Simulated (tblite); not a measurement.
Record of a relaxation.

Species: C₃H₁₂GeN₂.
Bonds: C1–C2, C2–C3, C2–N4, N4–Ge5, Ge5–N6. Hydrogens: H7, H8, H9 on C1; H10 on C2; H11, H12, H13 on C3; H14 on N4; H15, H16 on Ge5; H17, H18 on N6.

Computed with GFN2-xTB (tblite), gas phase: L-BFGS steps from a force-field or distance-geometry start until the largest atomic force falls under 0.01 eV/Å. 11 of its 99 geometries are shown.

Step 0: E = -552.2701 eV, largest atomic force 2.264 eV/Å
```
atom  x, y, z in Å  |  force x, y, z in eV/Å
C1     -1.111    1.096    1.081   -1.064   1.708   1.038
C2     -1.091    0.476   -0.284   -0.483  -0.089  -0.764
C3     -1.803   -0.882   -0.285   -0.898   0.326  -0.863
N4      0.212    0.332   -0.864    1.201  -0.020  -0.127
Ge5     1.405   -0.706    0.090    0.761  -0.053  -0.353
N6      3.084    0.103   -0.078    0.069  -0.402   0.471
H7     -1.454    0.376    1.829    0.460   0.209   0.046
H8     -0.174    1.613    1.375   -0.431  -0.639  -0.199
H9     -1.891    1.908    1.056    0.598  -0.591   0.318
H10    -1.681    1.127   -0.949    0.188  -0.062  -0.181
H11    -1.567   -1.514    0.567    0.069   0.159  -0.043
H12    -1.480   -1.384   -1.216   -0.452   0.052   0.503
H13    -2.914   -0.668   -0.318    1.190  -0.586   0.087
H14     0.610    1.201   -1.267   -0.411  -0.818   0.609
H15     1.111   -0.825    1.585   -0.120  -0.017  -0.202
H16     1.570   -2.143   -0.487   -0.292   0.516   0.122
H17     3.778   -0.542   -0.499   -0.463   0.771   0.700
H18     3.388    0.439    0.860    0.078  -0.464  -1.162
```

Step 10: E = -552.6593 eV, largest atomic force 0.143 eV/Å
```
atom  x, y, z in Å  |  force x, y, z in eV/Å
C1     -1.180    1.144    1.089    0.017  -0.077  -0.103
C2     -1.123    0.483   -0.309    0.124   0.036  -0.007
C3     -1.832   -0.871   -0.323    0.081   0.112   0.038
N4      0.243    0.291   -0.776    0.059  -0.042   0.009
Ge5     1.456   -0.725    0.102    0.011  -0.089   0.101
N6      3.086    0.084   -0.073   -0.075  -0.054  -0.004
H7     -1.407    0.409    1.857   -0.029  -0.035  -0.024
H8     -0.207    1.571    1.326   -0.045   0.086  -0.056
H9     -1.923    1.933    1.137   -0.081   0.006  -0.042
H10    -1.604    1.143   -1.043   -0.064  -0.007   0.052
H11    -1.517   -1.453    0.543   -0.028  -0.030  -0.073
H12    -1.554   -1.414   -1.224   -0.050   0.054   0.019
H13    -2.910   -0.742   -0.303   -0.012  -0.017   0.074
H14     0.629    1.134   -1.174    0.001   0.042   0.061
H15     1.079   -0.846    1.565    0.060  -0.083   0.023
H16     1.499   -2.101   -0.514   -0.006   0.034  -0.003
H17     3.810   -0.492   -0.479    0.011   0.016  -0.008
H18     3.447    0.460    0.794    0.028   0.046  -0.057
```

Step 20: E = -552.7188 eV, largest atomic force 0.183 eV/Å
```
atom  x, y, z in Å  |  force x, y, z in eV/Å
C1     -1.225    1.173    1.050   -0.006  -0.047  -0.004
C2     -1.107    0.487   -0.320    0.129   0.035  -0.041
C3     -1.831   -0.855   -0.326    0.011   0.123   0.003
N4      0.278    0.274   -0.701    0.101  -0.005   0.000
Ge5     1.467   -0.786    0.172   -0.097  -0.112   0.107
N6      3.069    0.020   -0.066    0.050   0.118  -0.113
H7     -1.369    0.414    1.813   -0.024   0.056   0.140
H8     -0.299    1.702    1.270   -0.114   0.089  -0.012
H9     -2.054    1.876    1.073   -0.008  -0.049   0.067
H10    -1.558    1.141   -1.079    0.025  -0.067  -0.040
H11    -1.447   -1.481    0.481    0.033  -0.003  -0.115
H12    -1.660   -1.351   -1.279   -0.044  -0.008   0.080
H13    -2.896   -0.705   -0.175   -0.043  -0.036  -0.020
H14     0.715    1.137   -0.995   -0.047   0.052   0.021
H15     1.159   -1.014    1.655    0.044   0.047  -0.155
H16     1.466   -2.108   -0.540    0.067  -0.061   0.027
H17     3.813   -0.486   -0.516    0.006  -0.141  -0.026
H18     3.471    0.567    0.677   -0.083   0.008   0.081
```

Step 29: E = -552.7688 eV, largest atomic force 0.166 eV/Å
```
atom  x, y, z in Å  |  force x, y, z in eV/Å
C1     -1.280    1.205    1.032   -0.050  -0.023   0.004
C2     -1.074    0.492   -0.315   -0.013   0.050  -0.016
C3     -1.825   -0.833   -0.338    0.027   0.048   0.041
N4      0.327    0.279   -0.610   -0.015  -0.022   0.008
Ge5     1.490   -0.849    0.188   -0.018  -0.036   0.037
N6      3.049    0.013   -0.150    0.105  -0.001   0.021
H7     -1.316    0.475    1.837    0.117  -0.019   0.024
H8     -0.459    1.895    1.221   -0.058  -0.014  -0.031
H9     -2.211    1.764    1.047   -0.076   0.015  -0.044
H10    -1.464    1.126   -1.122   -0.089   0.096   0.012
H11    -1.367   -1.508    0.383   -0.013  -0.056  -0.010
H12    -1.782   -1.289   -1.325    0.064   0.040   0.042
H13    -2.866   -0.675   -0.067   -0.012  -0.020  -0.009
H14     0.784    1.160   -0.812   -0.027  -0.032  -0.014
H15     1.252   -1.124    1.671    0.005   0.044  -0.037
H16     1.503   -2.171   -0.529   -0.013   0.011  -0.023
H17     3.806   -0.554   -0.494    0.113  -0.115  -0.040
H18     3.425    0.599    0.580   -0.047   0.036   0.035
```

Step 39: E = -552.8007 eV, largest atomic force 0.159 eV/Å
```
atom  x, y, z in Å  |  force x, y, z in eV/Å
C1     -1.332    1.230    1.036   -0.018   0.007   0.018
C2     -1.077    0.512   -0.294    0.007   0.012  -0.035
C3     -1.824   -0.814   -0.341    0.063  -0.024  -0.017
N4      0.333    0.292   -0.556    0.036   0.027  -0.035
Ge5     1.513   -0.875    0.164   -0.115  -0.010   0.109
N6      3.100   -0.077   -0.177    0.008   0.026  -0.105
H7     -1.200    0.542    1.866    0.054  -0.034   0.030
H8     -0.638    2.058    1.156    0.021   0.029  -0.013
H9     -2.344    1.625    1.063   -0.034  -0.030   0.029
H10    -1.459    1.152   -1.101    0.007   0.049  -0.041
H11    -1.327   -1.514    0.325   -0.022  -0.084   0.126
H12    -1.787   -1.226   -1.345   -0.033   0.003  -0.019
H13    -2.861   -0.692   -0.032    0.090   0.005  -0.056
H14     0.800    1.165   -0.757   -0.030   0.051  -0.044
H15     1.309   -1.127    1.653   -0.030  -0.042   0.018
H16     1.496   -2.193   -0.553   -0.048  -0.010  -0.046
H17     3.891   -0.655   -0.415   -0.024  -0.062   0.039
H18     3.401    0.603    0.503    0.069   0.088   0.042
```

Step 49: E = -552.8332 eV, largest atomic force 0.108 eV/Å
```
atom  x, y, z in Å  |  force x, y, z in eV/Å
C1     -1.337    1.222    1.056    0.018   0.027   0.008
C2     -1.072    0.525   -0.284   -0.056   0.012  -0.022
C3     -1.789   -0.820   -0.344    0.010   0.003  -0.006
N4      0.341    0.349   -0.569   -0.039   0.005   0.036
Ge5     1.499   -0.835    0.154   -0.082   0.019   0.064
N6      3.136   -0.124   -0.190   -0.063   0.040   0.016
H7     -1.044    0.580    1.884    0.001  -0.056  -0.022
H8     -0.759    2.141    1.118    0.012   0.041  -0.013
H9     -2.393    1.475    1.157    0.082  -0.070  -0.010
H10    -1.482    1.166   -1.077   -0.012   0.012  -0.033
H11    -1.339   -1.514    0.364    0.022   0.031   0.046
H12    -1.698   -1.245   -1.341   -0.001   0.017   0.028
H13    -2.844   -0.700   -0.099    0.071  -0.008  -0.043
H14     0.772    1.219   -0.848    0.011  -0.015   0.063
H15     1.266   -1.122    1.640   -0.016   0.020  -0.059
H16     1.403   -2.135   -0.593    0.035  -0.027  -0.006
H17     3.890   -0.790   -0.267    0.039  -0.043  -0.003
H18     3.442    0.613    0.433   -0.031  -0.010  -0.046
```

Step 59: E = -552.8477 eV, largest atomic force 0.071 eV/Å
```
atom  x, y, z in Å  |  force x, y, z in eV/Å
C1     -1.333    1.220    1.056    0.020  -0.007   0.040
C2     -1.074    0.550   -0.295   -0.007   0.001   0.005
C3     -1.757   -0.809   -0.344    0.004  -0.007  -0.026
N4      0.341    0.386   -0.574   -0.024  -0.010  -0.025
Ge5     1.463   -0.834    0.147    0.023   0.030   0.024
N6      3.119   -0.181   -0.200    0.017  -0.004   0.012
H7     -0.917    0.600    1.849   -0.016   0.014   0.003
H8     -0.856    2.197    1.097   -0.016   0.012  -0.007
H9     -2.402    1.341    1.228    0.056   0.017  -0.019
H10    -1.497    1.184   -1.089    0.003   0.013   0.011
H11    -1.311   -1.460    0.406   -0.032  -0.024  -0.021
H12    -1.621   -1.254   -1.325    0.036  -0.044   0.006
H13    -2.822   -0.714   -0.145    0.014   0.012   0.008
H14     0.781    1.267   -0.797    0.005  -0.003   0.039
H15     1.211   -1.116    1.630   -0.010  -0.008  -0.034
H16     1.385   -2.129   -0.608   -0.049  -0.029   0.006
H17     3.861   -0.868   -0.172   -0.016   0.069   0.006
H18     3.419    0.627    0.329   -0.009  -0.032  -0.028
```

Step 69: E = -552.8523 eV, largest atomic force 0.030 eV/Å
```
atom  x, y, z in Å  |  force x, y, z in eV/Å
C1     -1.317    1.218    1.056    0.003  -0.009   0.016
C2     -1.070    0.546   -0.298   -0.002   0.002   0.005
C3     -1.751   -0.814   -0.346   -0.002  -0.001  -0.009
N4      0.341    0.384   -0.593    0.004   0.012   0.021
Ge5     1.454   -0.837    0.143    0.004  -0.003   0.013
N6      3.108   -0.178   -0.203   -0.005  -0.018  -0.010
H7     -0.907    0.597    1.849    0.009   0.001   0.015
H8     -0.836    2.194    1.093   -0.008  -0.013  -0.012
H9     -2.383    1.348    1.229    0.011   0.015  -0.006
H10    -1.500    1.188   -1.082   -0.005  -0.018  -0.023
H11    -1.323   -1.461    0.419   -0.025   0.007  -0.001
H12    -1.591   -1.276   -1.317    0.023   0.007  -0.008
H13    -2.820   -0.716   -0.172   -0.001   0.002   0.007
H14     0.787    1.276   -0.750   -0.007   0.013  -0.003
H15     1.187   -1.118    1.622    0.021   0.001   0.010
H16     1.351   -2.140   -0.596    0.002  -0.004  -0.017
H17     3.863   -0.847   -0.173   -0.007   0.018   0.010
H18     3.397    0.643    0.312   -0.016  -0.012  -0.007
```

Step 78: E = -552.8537 eV, largest atomic force 0.025 eV/Å
```
atom  x, y, z in Å  |  force x, y, z in eV/Å
C1     -1.317    1.221    1.055   -0.003   0.006   0.019
C2     -1.069    0.545   -0.296    0.001   0.007   0.010
C3     -1.748   -0.816   -0.349    0.001   0.003  -0.001
N4      0.345    0.388   -0.579   -0.001  -0.001  -0.009
Ge5     1.451   -0.846    0.145    0.010   0.007   0.006
N6      3.102   -0.187   -0.211    0.013  -0.017  -0.012
H7     -0.893    0.609    1.851   -0.008   0.001  -0.001
H8     -0.842    2.200    1.081   -0.006  -0.004  -0.001
H9     -2.381    1.344    1.236    0.000   0.003  -0.008
H10    -1.496    1.180   -1.087    0.003   0.003   0.006
H11    -1.335   -1.464    0.424   -0.004   0.011   0.006
H12    -1.570   -1.276   -1.317   -0.004  -0.007   0.002
H13    -2.818   -0.715   -0.190   -0.002  -0.009  -0.014
H14     0.788    1.286   -0.719    0.004  -0.005  -0.001
H15     1.202   -1.128    1.629    0.009  -0.008  -0.010
H16     1.331   -2.142   -0.605    0.006  -0.004   0.002
H17     3.868   -0.843   -0.158   -0.021   0.010   0.008
H18     3.374    0.650    0.284    0.003   0.003  -0.002
```

Step 88: E = -552.8544 eV, largest atomic force 0.014 eV/Å
```
atom  x, y, z in Å  |  force x, y, z in eV/Å
C1     -1.320    1.223    1.058   -0.008   0.008   0.007
C2     -1.069    0.547   -0.292    0.000  -0.003   0.001
C3     -1.747   -0.814   -0.350   -0.002  -0.002   0.000
N4      0.346    0.389   -0.573    0.004   0.000   0.001
Ge5     1.452   -0.850    0.142    0.000  -0.006  -0.003
N6      3.102   -0.193   -0.223    0.009  -0.008   0.000
H7     -0.892    0.618    1.855   -0.012  -0.007  -0.001
H8     -0.855    2.207    1.081    0.007   0.002   0.000
H9     -2.386    1.340    1.237   -0.007  -0.006   0.003
H10    -1.495    1.184   -1.082    0.009  -0.005  -0.003
H11    -1.346   -1.456    0.434   -0.004   0.003   0.003
H12    -1.551   -1.280   -1.312    0.006  -0.001   0.005
H13    -2.821   -0.717   -0.212    0.007   0.010   0.000
H14     0.792    1.286   -0.706   -0.006   0.002  -0.002
H15     1.222   -1.142    1.627   -0.009   0.002  -0.004
H16     1.326   -2.144   -0.609    0.005   0.007   0.003
H17     3.866   -0.848   -0.137    0.002   0.002  -0.005
H18     3.368    0.656    0.256   -0.002   0.002  -0.006
```

Step 98: E = -552.8550 eV, largest atomic force 0.010 eV/Å
```
atom  x, y, z in Å  |  force x, y, z in eV/Å
C1     -1.326    1.223    1.060   -0.003   0.009   0.002
C2     -1.067    0.547   -0.289   -0.001   0.000  -0.001
C3     -1.747   -0.813   -0.346   -0.002  -0.002  -0.005
N4      0.348    0.388   -0.565    0.002   0.002   0.002
Ge5     1.457   -0.853    0.142   -0.002  -0.004  -0.002
N6      3.104   -0.196   -0.230    0.007   0.004   0.002
H7     -0.915    0.609    1.861   -0.004   0.004  -0.001
H8     -0.849    2.201    1.091    0.003  -0.001   0.006
H9     -2.393    1.352    1.227    0.004  -0.006  -0.003
H10    -1.487    1.184   -1.082   -0.003  -0.001   0.003
H11    -1.365   -1.448    0.452   -0.004   0.002  -0.004
H12    -1.533   -1.288   -1.300   -0.001  -0.005   0.001
H13    -2.823   -0.708   -0.233    0.006  -0.004   0.003
H14     0.793    1.285   -0.701    0.005   0.000   0.000
H15     1.225   -1.150    1.625   -0.001   0.004   0.004
H16     1.332   -2.147   -0.612   -0.003   0.005  -0.002
H17     3.873   -0.844   -0.136   -0.002  -0.002  -0.002
H18     3.365    0.664    0.231   -0.001  -0.004  -0.004
```

Problem. Summarise the path.

Solution. The energy falls by 0.5849 eV from step 0 to step 98; nine tenths of that is first reached at step 38. It falls at every step. The largest force goes from 2.264 to 0.010 eV/Å. Among the bonds Ge5–N6 changes most, from 1.870 to 1.812 Å; the atoms move by 0.443 Å rms after alignment.

What follows is the cost of the whole relaxation. Time: 0.59 s wall. Hardware: one thread of an Intel Xeon Platinum 8488C, shared host.
